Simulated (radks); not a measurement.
Os VII, configuration [Xe] 4f14 5d2.

Method: scalar-relativistic Kohn-Sham, r2SCAN, spin-unpolarised, spherical densities, finite nucleus; meta-GGA in the generalised Kohn-Sham scheme; Fermi nuclear charge, rms radius 5.4126 fm; computed with a radial shooting solver on a logarithmic mesh with Libxc functionals.

Energy parts (hartree):
part                       energy
total                 -17244.4901
kinetic                19107.8248
electron-nucleus      -42526.5239
Hartree                 6510.3287
exchange-correlation    -336.1197

Orbitals (lengths in bohr, moments of r in powers of bohr; r(90%) holds 90 % of the orbital's charge):
| orbital | occ. | eigenvalue (hartree) | r(90%) |
|---|---|---|---|
| 1s | 2 | -2720.315 | 0.0323 |
| 2s | 2 | -477.2315 | 0.116 |
| 2p | 6 | -415.8869 | 0.110 |
| 3s | 2 | -113.7111 | 0.284 |
| 3p | 6 | -95.61422 | 0.291 |
| 3d | 10 | -75.35094 | 0.273 |
| 4s | 2 | -26.54596 | 0.619 |
| 4p | 6 | -20.58390 | 0.666 |
| 4d | 10 | -13.13958 | 0.730 |
| 5s | 2 | -6.31652 | 1.41 |
| 4f | 14 | -4.87588 | 0.898 |
| 5p | 6 | -4.73866 | 1.61 |
| 5d | 2 | -2.82857 | 2.08 |

The highest occupied level is 5d at -76.969 eV. For comparison, the ionisation energy in NIST's Atomic Spectra Database is 85 eV (theoretical). In exact Kohn-Sham theory the highest level is minus the ionisation energy, but local and semilocal functionals leave it too shallow, through self-interaction and a potential that decays too fast; potentials with the right tail come closer. Summed over all electrons, <r^2> = 25.85 bohr^2, which gives a Langevin (diamagnetic) susceptibility term of -20.5 x 10^-6 cm^3/mol.

Beside tabulated values, note that spin-unpolarised runs miss the spin-polarisation part of the exchange energy of open shells.
